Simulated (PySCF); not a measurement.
## C3H8ClOSi: g tensor and hyperfine couplings

C3H8ClOSi (doublet state).
Z-matrix (Å and degrees, GFN2-xTB geometry), rows numbered from 1:
```
C 
C   1  1.4675
O   2  1.3983  1  111.30
Si  3  1.6153  2  128.76  1  -176.96
C   4  1.9001  3  101.61  2   179.13
Cl  5  1.7781  4  108.05  3   179.40
H   1  1.0697  2  119.77  3     3.37
H   1  1.0705  2  119.73  3  -177.75
H   2  1.1065  1  110.76  3  -121.74
H   2  1.1053  1  110.96  3   121.89
H   4  1.4648  3  112.39  2   -62.67
H   4  1.4646  3  112.18  2    61.18
H   5  1.0870  4  113.28  3    61.51
H   5  1.0871  4  113.38  3   -62.72
```

The hyperfine couplings belong to this conformer and change with its torsions.

Identity: `C(O[SiH2]CCl)[CH2]` [radical].

Method: UKS B3LYP, pcH-1 on C Cl H O Si, non-relativistic, mean-field spin-orbit, GIAO (PySCF). Geometry: GFN2-xTB, one conformer, isolated molecule. Couplings are sensitive to structure, and on GFN2-xTB geometries they can be far from those on DFT ones. Stability of the SCF solution: not tested.

- g1, g2, g3: 2.00218, 2.00276, 2.00290
- g_iso: 2.00261
- Form of g: rhombic: the two nearest values differ by 20 % of g3 − g1
- ⟨S²⟩: 0.7537 (exact 0.7500)
- Total energy: -944.04575 Eh
- Basis functions: 250

Isotropic coupling and dipolar principal values T1 to T3, in MHz:

```json
{"atom": "C1", "isotope": "13C", "a_iso": "87.6", "of which spin–orbit": "-0.1", "T1": "-82.3", "T2": "-81.7", "T3": "164.0", "Mulliken spin population": "1.08"}
{"atom": "C2", "isotope": "13C", "a_iso": "-40.1", "of which spin–orbit": "0.0", "T1": "-2.5", "T2": "0.4", "T3": "2.1", "Mulliken spin population": "-0.09"}
{"atom": "O3", "isotope": "17O", "a_iso": "1.2", "of which spin–orbit": "0.0", "T1": "-1.5", "T2": "0.7", "T3": "0.8", "Mulliken spin population": "0.00"}
{"atom": "Si4", "isotope": "29Si", "a_iso": "1.6", "of which spin–orbit": "0.0", "T1": "-0.3", "T2": "0.1", "T3": "0.2", "Mulliken spin population": "0.00"}
{"atom": "C5", "isotope": "13C", "a_iso": "0.0", "of which spin–orbit": "0.0", "T1": "-0.2", "T2": "-0.1", "T3": "0.3", "Mulliken spin population": "0.00"}
{"atom": "Cl6", "isotope": "35Cl", "a_iso": "0.0", "of which spin–orbit": "0.0", "T1": "0.0", "T2": "0.0", "T3": "0.1", "Mulliken spin population": "0.00"}
{"atom": "H7", "isotope": "1H", "a_iso": "-66.3", "of which spin–orbit": "0.0", "T1": "-40.0", "T2": "0.1", "T3": "39.9", "Mulliken spin population": "-0.05"}
{"atom": "H8", "isotope": "1H", "a_iso": "-63.4", "of which spin–orbit": "0.0", "T1": "-39.6", "T2": "-0.4", "T3": "40.0", "Mulliken spin population": "-0.04"}
{"atom": "H9", "isotope": "1H", "a_iso": "134.1", "of which spin–orbit": "0.0", "T1": "-5.6", "T2": "-3.5", "T3": "9.2", "Mulliken spin population": "0.05"}
{"atom": "H10", "isotope": "1H", "a_iso": "123.4", "of which spin–orbit": "0.0", "T1": "-5.4", "T2": "-4.0", "T3": "9.3", "Mulliken spin population": "0.05"}
{"atom": "H11", "isotope": "1H", "a_iso": "0.1", "of which spin–orbit": "0.0", "T1": "-0.8", "T2": "-0.8", "T3": "1.6", "Mulliken spin population": "0.00"}
{"atom": "H12", "isotope": "1H", "a_iso": "0.2", "of which spin–orbit": "0.0", "T1": "-0.8", "T2": "-0.8", "T3": "1.7", "Mulliken spin population": "0.00"}
{"atom": "H13", "isotope": "1H", "a_iso": "0.0", "of which spin–orbit": "0.0", "T1": "-0.6", "T2": "-0.6", "T3": "1.1", "Mulliken spin population": "0.00"}
{"atom": "H14", "isotope": "1H", "a_iso": "0.0", "of which spin–orbit": "0.0", "T1": "-0.6", "T2": "-0.6", "T3": "1.1", "Mulliken spin population": "0.00"}
```

Largest spin populations (Mulliken): C1 (+1.08) and C2 (-0.09). No atom but C1 exceeds +0.15. The positive populations add up to 1.18 and the negative ones to -0.18, together 2S = 1. The angles at C1 add up to 360.0°, so it is planar; its axial dipolar tensor and the negative couplings of its protons fit spin in a p orbital normal to that plane.

Axes: g3 points within 11° of the C1–H8 bond.

Under fast tumbling the dipolar parts average out, and these isotropic splittings remain: 2 × 1H (H9/H10, I = 1/2, 3 lines) with 4.59 mT and 2 × 1H (H7/H8, I = 1/2, 3 lines) with 2.31 mT.

Means are taken over nuclei equivalent by connectivity, which assumes that they swap fast.

The 13C coupling of C1 (87.6 MHz) shows only in satellite lines or after enrichment, since that isotope makes up about 1.07 % of natural carbon.

β density exceeds α density at some nuclei, such as C2 (-0.0356), H7/H8 (-0.0145) and O3 (-0.0020), spin density in bohr⁻³. In a single determinant that takes different orbitals for the two spins, that is spin polarisation.
